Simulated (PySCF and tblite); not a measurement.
Results of a calculation; reference values are marked as such.
C₅H₁₀O₂, numbered as in [CH3:1][CH:2]1[O:3][CH2:4][CH2:5][CH2:6][O:7]1.

Free energies: PBE0-D3(BJ)/def2-TZVP on PBE0-D3(BJ)/def2-SVP structures plus GFN2-xTB thermal terms, symmetry and mirror images included. Conformers within 4 kcal/mol (GFN2-xTB free energy) were kept, 5 at most. Of two unlike H on one atom, a is the less shielded (PBE0/pcSseg-1). Codes: tblite and PySCF.

An NOE distance is ⟨r⁻⁶⟩^(−1/6) over all pairs of like atoms and, for the average, over conformers.

The 6-ring runs over atoms 2–3–4–5–6–7. Of a mirror pair one member is shown.

```json
{"conformer": "1", "shape": "6-ring chair (all substituents equatorial)", "weight %": "100.0"}
{"conformer": "2", "shape": "6-ring chair (C1 axial)", "weight %": "0.0"}
{"conformer": "3", "shape": "6-ring twist-boat (ring torsions -66, 36, 26, -69, 42, 26°)", "weight %": "0.0"}
```

Task: Which H–H contacts under 3.5 Å would NOEs report (pairs on one atom left out) at 298.15 K?

Result: 
```json
{"pair": "H2 ··· H4b/H6b", "in 1 (Å)": "2.39", "in 2 (Å)": "4.00", "in 3 (Å)": "2.73", "average (Å)": "2.39"}
{"pair": "H4a/H6a ··· H5a", "in 1 (Å)": "2.47", "in 2 (Å)": "2.47", "in 3 (Å)": "2.38", "average (Å)": "2.47"}
{"pair": "H4b/H6b ··· H5b", "in 1 (Å)": "2.47", "in 2 (Å)": "2.46", "in 3 (Å)": "2.38", "average (Å)": "2.47"}
{"pair": "H4a/H6a ··· H5b", "in 1 (Å)": "2.58", "in 2 (Å)": "3.07", "in 3 (Å)": "2.89", "average (Å)": "2.58"}
{"pair": "H1 ··· H2", "in 1 (Å)": "2.63", "in 2 (Å)": "2.59", "in 3 (Å)": "2.62", "average (Å)": "2.63"}
{"pair": "H4b/H6b ··· H5a", "in 1 (Å)": "3.07", "in 2 (Å)": "2.58", "in 3 (Å)": "2.83", "average (Å)": "3.07"}
```

Longer pairs under the limit may be missing.
